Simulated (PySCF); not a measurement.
PySCF input file for B(Cl)(OH)(OEt) (C₂H₆BClO₂), SMILES CCOB(O)Cl, TDDFT-PBE/def2-SVPD. Coordinates come from a PBE-D3(BJ)/def2-SVP optimisation. One conformer was computed; it need not be the lowest.

```python
import numpy as np
from pyscf import gto, scf, dft, tdscf

mol = gto.M(
    atom='''
    B     0.33679943    0.10632061    0.43851919
    Cl    1.10471308   -0.96467874    1.64974542
    O     0.97597996    1.23533793    0.00416956
    H     1.83546510    1.35352458    0.44441504
    O    -0.88844756   -0.24139354   -0.01823602
    C    -1.55138607    0.55495759   -1.00977141
    C    -1.11421181    0.16830803   -2.41421867
    H    -2.63762869    0.37466132   -0.87329016
    H    -1.35696124    1.63305613   -0.82291281
    H    -1.27918031   -0.91291717   -2.59331124
    H    -1.69317315    0.73774585   -3.16933075
    H    -0.03931311    0.39071575   -2.56736586
    ''',
    basis='def2-SVPD',
    charge=0,
    spin=0,
    max_memory=1600,
    verbose=4,
)
mf = dft.RKS(mol, xc='pbe').density_fit(auxbasis='def2-universal-jkfit')
mf.grids.level = 3
mf.conv_tol = 1e-9
mf.max_cycle = 100
mf.kernel()
mf.grids = dft.Grids(mol).set(level=1).build(with_non0tab=True)  # coarser grid for the response kernel
td = tdscf.TDDFT(mf)
td.singlet = True
td.nstates = 10
td.conv_tol = 1e-4
td.positive_eig_threshold = 1e-6
td.kernel(x0=td.get_init_guess(mf, 15))
td.analyze()
tt = tdscf.TDA(mf)
tt.singlet = False
tt.nstates = 4
tt.conv_tol = 1e-4
tt.positive_eig_threshold = 1e-6
tt.kernel(x0=tt.get_init_guess(mf, 9))
tt.analyze(verbose=3)
```

Log of the run:

```
PySCF version 2.14.0

[INPUT] verbose = 4
[INPUT] num. atoms = 12
[INPUT] num. electrons = 56
[INPUT] charge = 0
[INPUT] spin (= nelec alpha-beta = 2S) = 0
[INPUT] symmetry False subgroup None
[INPUT] Mole.unit = angstrom
[INPUT] Symbol           X                Y                Z      unit          X                Y                Z       unit  Magmom
[INPUT]  1 B      0.336799430000   0.106320610000   0.438519190000 AA    0.636458681610   0.200916834297   0.828681169466 Bohr   0.0
[INPUT]  2 Cl     1.104713080000  -0.964678740000   1.649745420000 AA    2.087605167425  -1.822978616791   3.117567019056 Bohr   0.0
[INPUT]  3 O      0.975979960000   1.235337930000   0.004169560000 AA    1.844334827464   2.334450358987   0.007879326460 Bohr   0.0
[INPUT]  4 H      1.835465100000   1.353524580000   0.444415040000 AA    3.468526350197   2.557790759067   0.839822711238 Bohr   0.0
[INPUT]  5 O     -0.888447560000  -0.241393540000  -0.018236020000 AA   -1.678922564438  -0.456167678839  -0.034461083402 Bohr   0.0
[INPUT]  6 C     -1.551386070000   0.554957590000  -1.009771410000 AA   -2.931694785765   1.048717855849  -1.908191413316 Bohr   0.0
[INPUT]  7 C     -1.114211810000   0.168308030000  -2.414218670000 AA   -2.105555165656   0.318056081265  -4.562212091112 Bohr   0.0
[INPUT]  8 H     -2.637628690000   0.374661320000  -0.873290160000 AA   -4.984395842395   0.708007284268  -1.650279229678 Bohr   0.0
[INPUT]  9 H     -1.356961240000   1.633056130000  -0.822912810000 AA   -2.564285105250   3.086028831742  -1.555079835296 Bohr   0.0
[INPUT] 10 H     -1.279180310000  -0.912917170000  -2.593311240000 AA   -2.417300449836  -1.725163425713  -4.900647999356 Bohr   0.0
[INPUT] 11 H     -1.693173150000   0.737745850000  -3.169330750000 AA   -3.199633534967   1.394137606034  -5.989167115662 Bohr   0.0
[INPUT] 12 H     -0.039313110000   0.390715750000  -2.567365860000 AA   -0.074291011005   0.738345760054  -4.851618336958 Bohr   0.0

nuclear repulsion = 281.402896192845
number of shells = 77
number of NR pGTOs = 261
number of NR cGTOs = 181
basis = def2-SVPD
ecp = {}


[settings echo left out]
init E= -715.024810301559
  HOMO = -0.345108090892919  LUMO = -0.0622189487895479  gap/eV = 7.69781
cycle= 1 E= -714.501049918745  delta_E= 0.524  |g|= 0.915  |ddm|= 4.62
  HOMO = -0.119968626589721  LUMO = -0.00527733407171072  gap/eV = 3.12091
cycle= 2 E= -713.934189311632  delta_E= 0.567  |g|= 1.91  |ddm|= 2.72
  HOMO = -0.258661660657274  LUMO = -0.0242565176221552  gap/eV = 6.37849
cycle= 3 E= -714.659218365982  delta_E= -0.725  |g|= 0.187  |ddm|= 1.86
  HOMO = -0.270175825063772  LUMO = -0.0247177224425221  gap/eV = 6.67926
cycle= 4 E= -714.666622544306  delta_E= -0.0074  |g|= 0.0786  |ddm|= 0.349
  HOMO = -0.272737188142752  LUMO = -0.0242969913070228  gap/eV = 6.76040
cycle= 5 E= -714.667775101844  delta_E= -0.00115  |g|= 0.0357  |ddm|= 0.104
  HOMO = -0.269774996858385  LUMO = -0.024487893470122  gap/eV = 6.67460
cycle= 6 E= -714.668017063349  delta_E= -0.000242  |g|= 0.0106  |ddm|= 0.042
  HOMO = -0.270113996095725  LUMO = -0.0243691274253464  gap/eV = 6.68706
cycle= 7 E= -714.668038577538  delta_E= -2.15e-05  |g|= 0.0025  |ddm|= 0.0122
  HOMO = -0.270259588303899  LUMO = -0.0244638661402505  gap/eV = 6.68844
cycle= 8 E= -714.668040065228  delta_E= -1.49e-06  |g|= 0.000518  |ddm|= 0.00367
  HOMO = -0.270273219412682  LUMO = -0.0244615922638309  gap/eV = 6.68888
cycle= 9 E= -714.668040124253  delta_E= -5.9e-08  |g|= 0.000185  |ddm|= 0.000822
  HOMO = -0.270272412921636  LUMO = -0.0244638111378483  gap/eV = 6.68879
cycle= 10 E= -714.668040132373  delta_E= -8.12e-09  |g|= 3.98e-05  |ddm|= 0.000284
  HOMO = -0.270275527739755  LUMO = -0.024464113715438  gap/eV = 6.68887
cycle= 11 E= -714.668040132705  delta_E= -3.32e-10  |g|= 1.72e-05  |ddm|= 8.71e-05
  HOMO = -0.270272750095961  LUMO = -0.0244639899547363  gap/eV = 6.68880
Extra cycle  E= -714.668040132668  delta_E= 3.72e-11  |g|= 2.23e-05  |ddm|= 6.13e-05
converged SCF energy = -714.668040132668
tot grids = 47048
Overwritten attributes  positive_eig_threshold  of <class 'pyscf.tdscf.rks.CasidaTDDFT'>


******** <class 'pyscf.tdscf.rks.CasidaTDDFT'> for <class 'pyscf.df.df_jk.DFRKS'> ********
nstates = 10 singlet
deg_eia_thresh = 1.000e-03
wfnsym = None
conv_tol = 0.0001
eigh lindep = 1e-12
eigh level_shift = 0
eigh max_cycle = 100


Excitation energies (eV)
[6.70315136 6.99611015 7.14245981 7.29932602 7.51021704 7.63224486
 7.7117703  7.91427724 7.99471482 8.01552061]

** Singlet excitation energies and oscillator strengths **
Excited State   1:      6.70315 eV    184.96 nm  f=0.0068
      28 -> 29        0.70655
Excited State   2:      6.99611 eV    177.22 nm  f=0.0233
      27 -> 29       -0.69736
Excited State   3:      7.14246 eV    173.59 nm  f=0.0145
      26 -> 29       -0.70106
Excited State   4:      7.29933 eV    169.86 nm  f=0.0042
      25 -> 29       -0.70457
Excited State   5:      7.51022 eV    165.09 nm  f=0.0005
      27 -> 30       -0.70110
Excited State   6:      7.63224 eV    162.45 nm  f=0.1470
      26 -> 30       -0.10297
      28 -> 30       -0.49870
      28 -> 31        0.47269
Excited State   7:      7.71177 eV    160.77 nm  f=0.0067
      25 -> 30        0.21355
      26 -> 30        0.65868
      28 -> 31        0.11582
Excited State   8:      7.91428 eV    156.66 nm  f=0.0503
      25 -> 30       -0.12893
      27 -> 31        0.19660
      27 -> 32       -0.11697
      28 -> 30        0.36214
      28 -> 31        0.44466
      28 -> 32       -0.28385
Excited State   9:      7.99471 eV    155.08 nm  f=0.0042
      25 -> 30        0.10628
      27 -> 31       -0.45660
      28 -> 32       -0.52103
Excited State  10:      8.01552 eV    154.68 nm  f=0.0055
      27 -> 31        0.48752
      27 -> 32        0.11893
      28 -> 30       -0.21542
      28 -> 31       -0.21076
      28 -> 32       -0.37799

** Transition electric dipole moments (AU) **
state          X           Y           Z        Dip. S.      Osc.
  1         0.1399     -0.1411     -0.0458      0.0416      0.0068
  2        -0.2417     -0.2781      0.0017      0.1358      0.0233
  3        -0.1954     -0.1811      0.1078      0.0826      0.0145
  4         0.0004     -0.1394     -0.0617      0.0232      0.0042
  5         0.0329      0.0365     -0.0178      0.0027      0.0005
  6        -0.5296      0.1996     -0.6826      0.7862      0.1470
  7        -0.1520     -0.0817     -0.0759      0.0356      0.0067
  8         0.3314     -0.1565      0.3536      0.2593      0.0503
  9        -0.1366      0.0534      0.0098      0.0216      0.0042
 10        -0.0732      0.1495     -0.0137      0.0279      0.0055

** Transition velocity dipole moments (imaginary part, AU) **
state          X           Y           Z        Dip. S.      Osc.
  1         0.0338     -0.0339     -0.0103      0.0024      0.0065
  2        -0.0585     -0.0700      0.0017      0.0083      0.0216
  3        -0.0511     -0.0487      0.0277      0.0058      0.0146
  4        -0.0015     -0.0363     -0.0148      0.0015      0.0038
  5         0.0078      0.0114     -0.0033      0.0002      0.0005
  6        -0.1456      0.0557     -0.1896      0.0602      0.1432
  7        -0.0441     -0.0213     -0.0181      0.0027      0.0064
  8         0.0955     -0.0446      0.1010      0.0213      0.0489
  9        -0.0404      0.0143      0.0042      0.0019      0.0042
 10        -0.0216      0.0436     -0.0053      0.0024      0.0054

** Transition magnetic dipole moments (imaginary part, AU) **
state          X           Y           Z
  1         0.0606     -0.3387      0.0545
  2        -0.4191      0.4411      0.4226
  3         0.0014      0.1003      0.5306
  4        -0.6170     -0.1112     -0.0093
  5        -0.1547      0.0315     -0.2713
  6        -0.1796      0.2182      0.0815
  7         0.3253     -0.0977      0.2694
  8        -0.0570     -0.1738     -0.2369
  9         0.0135      0.1810      0.0239
 10         0.0560      0.0759     -0.1730
Overwritten attributes  positive_eig_threshold  of <class 'pyscf.tdscf.rks.TDA'>


******** <class 'pyscf.tdscf.rks.TDA'> for <class 'pyscf.df.df_jk.DFRKS'> ********
nstates = 4 triplet
deg_eia_thresh = 1.000e-03
wfnsym = None
conv_tol = 0.0001
eigh lindep = 1e-12
eigh level_shift = 0
eigh max_cycle = 100


Excitation energies (eV)
[6.63453004 6.84726432 6.87720005 7.06187593]

** Triplet excitation energies and oscillator strengths **
Excited State   1:      6.63453 eV    186.88 nm  f=0.0000
Excited State   2:      6.84726 eV    181.07 nm  f=0.0000
Excited State   3:      6.87720 eV    180.28 nm  f=0.0000
Excited State   4:      7.06188 eV    175.57 nm  f=0.0000
```

The run converged.

Cost: very roughly 2.2 core-minutes.
